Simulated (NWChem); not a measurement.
Molecule: InH2OCl; SMILES [Cl][InH][OH]

```xyz
5

In    -0.2849     0.4058     0.0000
H     -1.9039     0.9539     0.0000
Cl     0.2321    -1.8799     0.0000
O      1.4011     1.4593     0.0000
H      1.2468     2.4111     0.0000
```
Atoms are numbered in this order, from 1.

Level: PBE0/def2-SVP with def2 effective core potentials on In (NWChem), optimised geometry, unscaled harmonic frequencies. def2 effective core potentials on In; no spin-orbit coupling.

| frequency (cm⁻¹) | IR intensity (km/mol) |
|---|---|
| 130 | 8.4 |
| 297 | 79.7 |
| 371 | 68.1 |
| 389 | 69.0 |
| 461 | 106.9 |
| 620 | 47.1 |
| 799 | 74.3 |
| 1852 | 109.4 |
| 3893 | 62.2 |

```json
{
 "zero_point_energy": "12.6 kcal/mol",
 "thermal correction to the enthalpy at 298.15 K (with zero-point energy)": "16.4 kcal/mol",
 "heat capacity Cv": "15.6 cal/(mol K)",
 "entropy at 298.15 K and 1 atm (symmetry number 1)": "75.1 cal/(mol K)"
}
```

Rigid rotor and harmonic oscillator.
